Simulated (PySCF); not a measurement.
silane (H4Si), singlet, geometry from GFN2-xTB; CISD/def2-TZVP in PySCF.

The PySCF input:
```python
from pyscf import gto, scf, ci

mol = gto.M(
    atom='''
Si   -0.00000000    0.00000000   -0.00000000
H     0.85687118    0.83207387    0.84090169
H    -0.85685565   -0.82713035    0.84578045
H    -0.82961346    0.85438800   -0.84584481
H     0.82959793   -0.85933152   -0.84083733
''',
    basis='def2-tzvp',
    verbose=5,
)

mf = scf.RHF(mol)
mf.kernel()

myci = ci.CISD(mf)
myci.kernel()
print('E(CISD) = %.10f' % myci.e_tot)
```

It wrote (shortened):

```
PySCF version 2.14.0

[INPUT] verbose = 5
[INPUT] max_memory = 4000
[INPUT] num. atoms = 5
[INPUT] num. electrons = 18
[INPUT] charge = 0
[INPUT] spin (= nelec alpha-beta = 2S) = 0
[INPUT] symmetry False subgroup None
[INPUT] Mole.unit = angstrom
[INPUT] Symbol           X                Y                Z      unit          X                Y                Z       unit  Magmom
[...]
[INPUT] ---------------- BASIS SET ----------------
[INPUT] l, kappa, [nprim/nctr], expnt,             c_1 c_2 ...
[INPUT] Si
[...]
                                6717.1992104      0.0043206040189
                                1528.8960325      0.02218709646
                                432.54746585      0.086489249116
                                140.61505226      0.24939889716
                                49.857636724      0.46017197366
                                18.434974885      0.34250236575
[...]
                                26.624606846      0.094676139318
                                4.4953057159      -0.32616264859
[...]
                                1.0106094922      0.63865786699
[...]
                                93.137683104      0.020556257749
                                29.519608742      0.092070262801
                                10.781663791      0.25565889739
                                4.1626574778      0.42111707185
[...]
                                0.476                1
[...]
[INPUT] H
[...]
                                5.1235746         0.045021094
                                1.1646626         0.20189726
[...]
nuclear repulsion = 21.6183353073154
number of shells = 29
number of NR pGTOs = 95
number of NR cGTOs = 61
basis = def2-tzvp
ecp = {}

******** <class 'pyscf.scf.hf.RHF'> ********
method = RHF
initial guess = minao
damping factor = 0
level_shift factor = 0
DIIS = <class 'pyscf.scf.diis.CDIIS'>
diis_start_cycle = 1
diis_space = 8
diis_damp = 0
SCF conv_tol = 1e-09
SCF conv_tol_grad = None
SCF max_cycles = 50
direct_scf = True
direct_scf_tol = 1e-13
Set gradient conv threshold to 3.16228e-05
Initial guess from minao.
E1 = -445.9244772089865  E2 = 133.4253473299299  Ecoul = 154.95224051153852  Exc = -21.526893181608614
init E= -290.880794571741
cond(S) = 528.0597840360115
[...]
  mo_energy =
[-68.73489333  -6.13059807  -4.21604897  -4.21604897  -4.21604897
  -0.87237175  -0.4081937   -0.4081937   -0.4081937    0.11094289
   0.1109429    0.1109429    0.13197968   0.27120432   0.27120432
   0.27120432   0.31258922   0.31258922   0.39137608   0.4182253
   0.4182253    0.4182253    0.56868275   0.7133141    0.7133141
   0.7133141    1.08832895   1.08832895   1.08832895   1.17195333
   1.17195333   1.23145508   1.23145508   1.23145508   1.29860684
   1.29860685   1.29860685   1.389367     1.5605504    1.5605504
   1.5605504    2.07719209   2.0771921    2.09340177   2.09340177
   2.09340177   2.28939224   2.28939224   2.28939225   2.48688456
   2.63526591   2.63526592   2.63526592   2.86880394   3.09606263
   3.09606263   3.09606263   6.75237711   6.75237711   6.75237711
  11.30370395]
E1 = -445.7054545015236  E2 = 132.8474343451675  Ecoul = 154.54930592271327  Exc = -21.701871577545774
cycle= 1 E= -291.239684849041  delta_E= -0.359  |g|= 0.179  |ddm|= 1.35
[...]
  mo_energy =
[-68.81354912  -6.1564085   -4.26085236  -4.26085236  -4.26085236
  -0.75758754  -0.50059965  -0.50059965  -0.50059965   0.13420735
   0.13420735   0.13420735   0.16160108   0.27546309   0.27546309
   0.27546309   0.317304     0.317304     0.41853888   0.42861152
   0.42861152   0.42861153   0.59719493   0.7318555    0.7318555
   0.7318555    1.09647096   1.09647096   1.09647096   1.16891078
   1.16891078   1.23783891   1.23783891   1.23783891   1.29938684
   1.29938684   1.29938684   1.39021387   1.55823509   1.5582351
   1.5582351    2.10490406   2.10490406   2.12007835   2.12007835
   2.12007835   2.31043983   2.31043983   2.31043983   2.51116754
   2.67047487   2.67047488   2.67047488   2.90692703   3.12095003
   3.12095003   3.12095004   6.71967989   6.71967989   6.71967989
  11.27809748]
E1 = -446.35219763557416  E2 = 133.47794118436587  Ecoul = 155.26858370350212  Exc = -21.79064251913624
cycle= 2 E= -291.255921143893  delta_E= -0.0162  |g|= 0.0507  |ddm|= 0.173
[...]
  mo_energy =
[-68.73938092  -6.10113126  -4.2065661   -4.2065661   -4.2065661
  -0.73293519  -0.48648005  -0.48648005  -0.48648005   0.145385
   0.14538501   0.14538501   0.17305365   0.28458367   0.28458367
   0.28458367   0.3346051    0.3346051    0.42904854   0.44096261
   0.44096261   0.44096262   0.61674979   0.74608747   0.74608747
   0.74608747   1.11791383   1.11791383   1.11791383   1.19814309
   1.19814309   1.26303342   1.26303342   1.26303342   1.32286078
   1.32286078   1.32286079   1.40779958   1.58206672   1.58206672
   1.58206672   2.12597348   2.12597348   2.14111224   2.14111225
   2.14111225   2.33046408   2.33046408   2.33046409   2.5364997
   2.69657387   2.69657388   2.69657388   2.9314836    3.14552755
   3.14552755   3.14552756   6.76657541   6.76657541   6.76657541
  11.32599536]
E1 = -446.2217399697271  E2 = 133.34591292735556  Ecoul = 155.14349841975542  Exc = -21.79758549239986
cycle= 3 E= -291.257491735056  delta_E= -0.00157  |g|= 0.0156  |ddm|= 0.0685
[...]
  mo_energy =
[-68.76165946  -6.11405557  -4.22018104  -4.22018104  -4.22018104
  -0.73352285  -0.48858981  -0.48858981  -0.48858981   0.14511356
   0.14511356   0.14511356   0.17325709   0.28427794   0.28427794
   0.28427794   0.33377441   0.33377441   0.42860069   0.44000979
   0.44000979   0.44000979   0.61574544   0.74527623   0.74527623
   0.74527623   1.11626697   1.11626697   1.11626697   1.19355181
   1.19355181   1.26015068   1.26015068   1.26015068   1.31953905
   1.31953905   1.31953905   1.40544847   1.57835817   1.57835818
   1.57835818   2.12733212   2.12733213   2.14224318   2.14224318
   2.14224318   2.33106115   2.33106115   2.33106115   2.53669088
[...]
   0.14471558   0.14471558   0.17294941   0.28398241   0.28398241
   0.28398241   0.33311453   0.33311453   0.42811332   0.4394375
   0.4394375    0.4394375    0.61497329   0.74465562   0.74465563
   0.74465563   1.11521221   1.11521221   1.11521221   1.19188331
   1.19188331   1.25887338   1.25887338   1.25887338   1.31818656
   1.31818657   1.31818657   1.4043835    1.57698715   1.57698715
   1.57698715   2.12699848   2.12699848   2.1418724    2.1418724
   2.14187241   2.33057736   2.33057736   2.33057736   2.53608571
   2.69757349   2.69757349   2.69757349   2.93327036   3.14564569
   3.14564569   3.14564569   6.75355991   6.75355992   6.75355992
  11.31353165]
E1 = -446.25279580764385  E2 = 133.37686041426048  Ecoul = 155.18300088522264  Exc = -21.806140470962163
cycle= 5 E= -291.257600086068  delta_E= -4.48e-06  |g|= 0.000475  |ddm|= 0.00486
[...]
  mo_energy =
[-68.76354071  -6.1164422   -4.22250417  -4.22250417  -4.22250417
  -0.73419895  -0.48937168  -0.48937168  -0.48937168   0.14474194
   0.14474194   0.14474194   0.17294578   0.28401298   0.28401298
   0.28401298   0.33317816   0.33317816   0.4281164    0.43947803
   0.43947803   0.43947803   0.61500345   0.74468207   0.74468207
   0.74468207   1.11525866   1.11525866   1.11525866   1.1920025
   1.1920025    1.25896171   1.25896171   1.25896171   1.31826279
   1.31826279   1.31826279   1.40442769   1.57706601   1.57706602
   1.57706602   2.12704871   2.12704872   2.14192683   2.14192683
   2.14192684   2.33062378   2.33062378   2.33062378   2.53616494
   2.69765336   2.69765336   2.69765336   2.93333529   3.14572857
   3.14572857   3.14572858   6.75376006   6.75376006   6.75376006
  11.31371227]
E1 = -446.252089266248  E2 = 133.37615367091666  Ecoul = 155.1823712346582  Exc = -21.80621756374154
cycle= 6 E= -291.257600288016  delta_E= -2.02e-07  |g|= 4.7e-05  |ddm|= 0.00153
[...]
  mo_energy =
[-68.76355798  -6.11645419  -4.22251451  -4.22251451  -4.22251451
  -0.73420423  -0.48937208  -0.48937208  -0.48937208   0.144744
   0.144744     0.144744     0.17294322   0.28401389   0.28401389
   0.28401389   0.33318064   0.33318064   0.4281169    0.43947902
   0.43947902   0.43947902   0.61500257   0.74468289   0.74468289
   0.74468289   1.11525999   1.11525999   1.11525999   1.19199952
   1.19199952   1.25896379   1.25896379   1.25896379   1.31826062
   1.31826063   1.31826063   1.40442653   1.57706331   1.57706331
   1.57706331   2.12705639   2.1270564    2.14193421   2.14193421
   2.14193421   2.33062955   2.33062955   2.33062955   2.53617152
   2.69766304   2.69766304   2.69766304   2.9333461    3.14573685
   3.14573685   3.14573685   6.75375246   6.75375247   6.75375247
  11.31370295]
E1 = -446.25212302148634  E2 = 133.3761874244851  Ecoul = 155.1824179757244  Exc = -21.80623055123931
cycle= 7 E= -291.257600289686  delta_E= -1.67e-09  |g|= 3.28e-06  |ddm|= 0.000175
[...]
  mo_energy =
[-68.76355746  -6.11645411  -4.22251432  -4.22251432  -4.22251432
  -0.73420446  -0.48937173  -0.48937173  -0.48937173   0.14474383
   0.14474383   0.14474383   0.17294289   0.28401373   0.28401373
   0.28401373   0.33318053   0.33318053   0.4281166    0.43947882
   0.43947882   0.43947882   0.61500231   0.74468268   0.74468268
   0.74468268   1.1152597    1.1152597    1.1152597    1.19199928
   1.19199928   1.25896356   1.25896356   1.25896356   1.31826035
   1.31826035   1.31826035   1.40442623   1.57706307   1.57706307
   1.57706307   2.12705616   2.12705617   2.14193398   2.14193398
   2.14193398   2.33062932   2.33062932   2.33062933   2.53617131
   2.6976628    2.69766281   2.69766281   2.93334585   3.14573667
   3.14573667   3.14573667   6.75375249   6.75375249   6.75375249
  11.3137029 ]
E1 = -446.25212372115607  E2 = 133.37618812414954  Ecoul = 155.18241890214094  Exc = -21.806230777991402
cycle= 8 E= -291.257600289691  delta_E= -5.34e-12  |g|= 2.15e-07  |ddm|= 1.21e-05
[...]
  mo_energy =
[-68.76355736  -6.11645403  -4.22251423  -4.22251423  -4.22251423
  -0.73420445  -0.48937174  -0.48937174  -0.48937174   0.14474387
   0.14474387   0.14474387   0.17294293   0.28401375   0.28401375
   0.28401375   0.33318056   0.33318056   0.42811664   0.43947886
   0.43947886   0.43947886   0.61500236   0.74468272   0.74468272
   0.74468272   1.11525976   1.11525976   1.11525976   1.19199933
   1.19199933   1.25896363   1.25896363   1.25896363   1.31826039
   1.3182604    1.3182604    1.40442628   1.57706311   1.57706312
   1.57706312   2.12705624   2.12705624   2.14193405   2.14193406
   2.14193406   2.33062939   2.3306294    2.3306294    2.53617139
   2.6976629    2.6976629    2.6976629    2.93334594   3.14573675
   3.14573675   3.14573676   6.75375257   6.75375257   6.75375257
  11.31370298]
E1 = -446.25212370511383  E2 = 133.37618810810451  Ecoul = 155.1824189079401  Exc = -21.80623079983559
Extra cycle  E= -291.257600289694  delta_E= -2.73e-12  |g|= 4.78e-08  |ddm|= 7.48e-07
converged SCF energy = -291.257600289694

******** <class 'pyscf.ci.cisd.RCISD'> ********
CISD nocc = 9, nmo = 61
max_cycle = 50
direct = 0
conv_tol = 1e-09
max_cycle = 50
max_space = 12
lindep = 0
nroots = 1
Init t2, MP2 energy = -0.234844435305063
davidson 0 1  |r|= 1.74  e= [-0.02782117]  max|de|= -0.0278  lindep= 0.39
davidson 1 2  |r|=  0.7  e= [-0.18928904]  max|de|= -0.161  lindep= 0.963
davidson 2 3  |r|= 0.0691  e= [-0.24933477]  max|de|= -0.06  lindep= 0.986
davidson 3 4  |r|= 0.00986  e= [-0.25016834]  max|de|= -0.000834  lindep= 0.925
davidson 4 5  |r|= 0.00204  e= [-0.25018956]  max|de|= -2.12e-05  lindep= 0.868
davidson 5 6  |r|= 0.000446  e= [-0.25019059]  max|de|= -1.04e-06  lindep= 0.948
davidson 6 7  |r|= 9.4e-05  e= [-0.25019063]  max|de|= -4.28e-08  lindep= 0.951
davidson 7 8  |r|= 1.77e-05  e= [-0.25019064]  max|de|= -1.96e-09  lindep= 0.964
[...]
converged 8 9  |r|= 3.79e-06  e= [-0.25019064]  max|de|= -7.48e-11
RCISD converged
E(RCISD) = -291.5077909266483  E_corr = -0.2501906369544192
E(CISD) = -291.5077909266
```
